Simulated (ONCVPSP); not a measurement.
rubidium: variants of one ONCV potential

Base potential:

ONCVPSP 4.0.1 input, shortened (lines: element, Z, core and valence counts, functional; n l f; lmax; l rc ep ncon nbas qcut; lloc lpopt rc5 dvloc0; l nproj debl; icmod fcfact rcfact), LDA (Perdew-Zunger), scalar-relativistic:

```
  Rb 37.00    6    3        3      upf
    1    0    2.00
    2    0    2.00
    2    1    6.00
    3    0    2.00
    3    1    6.00
    3    2   10.00
    4    0    2.00
    4    1    6.00
    5    1    1.00
    2
    0    2.35    0.00    3    7    4.70
    1    2.50    0.00    4    9    6.00
    2    2.25    0.37    3    7    3.90
    4    5    1.90    6.00
    0    1    1.40
    1    2    1.30
    2    2    0.90
    3    2.75    1.25
```

Cutoffs, loose and tight: the cutoffs (Ha) at which the residual kinetic energy of the hardest occupied pseudo-wave falls to 1 and 0.1 mHa per electron. They do not see the model core or the augmentation charge, which bear on the density cutoff. Test errors are all-electron minus pseudo excitation energies from the reference, over the configurations 4s2 4p6 5s1 5p0; 4s2 4p6 5p0; 4s2 4p6 5s0.5 5p0; 4s2 4p5 5s1 5p0. A dash means not determined; rows that change the core or the reference have their own tests.

```tsv
change	outcome	cutoff, loose	cutoff, tight	bound ghosts	GHOST(+) flags above zero	largest test error (meV)
base	generated	7.0 Ha	8.6 Ha	none	none	+72
s: rc 1.62; local potential polynomial inside 1.62 bohr (lpopt 5, dvloc0 6 Ha)	generated	13 Ha	54 Ha	none	none	+101
s: rc 2.04	generated	8.3 Ha	10 Ha	none	none	-7.7
s: rc 2.22	generated	7.2 Ha	9.2 Ha	none	none	+36
s: rc 2.4	generated	7.0 Ha	8.6 Ha	none	none	+82
s: rc 3.06	generated	7.0 Ha	8.6 Ha	none	none	+223
s: rc 3.26	generated	7.0 Ha	8.6 Ha	none	none	+247
s: rc 3.38	generated	7.0 Ha	8.6 Ha	none	none	+261
```

(1) What comes out with this change to the base: s: rc 2.8?

(2) What comes out with this change to the base: s: rc 2.58?

(3) What comes out with this change to the base: s: rc 1.8; local potential polynomial inside 1.80 bohr (lpopt 5, dvloc0 6 Ha)?

Answers

(1) outcome: generated; cutoff, loose: 7.0 Ha; cutoff, tight: 8.6 Ha; bound ghosts: none; GHOST(+) flags above zero: none; largest test error (meV): +178.

(2) outcome: generated; cutoff, loose: 7.0 Ha; cutoff, tight: 8.6 Ha; bound ghosts: none; GHOST(+) flags above zero: none; largest test error (meV): +127.

(3) outcome: generated; cutoff, loose: 9.8 Ha; cutoff, tight: 36 Ha; bound ghosts: none; GHOST(+) flags above zero: p; largest test error (meV): +21.

Reading the sweep of the s radius (base included, trends over the rows without a ghost): The loose cutoff falls from 13 Ha at 1.62 to 7.0 Ha at 3.38 bohr. A larger radius leaves more room for a smooth pseudo-wave, so fewer plane waves are needed; a smaller one forces it to follow the all-electron wave where it bends sharply. The median size of the test errors (rows with all tests solved) is not monotonic: lowest 0.1 meV at 2.04 bohr, highest 82.9 meV at 3.38 bohr.
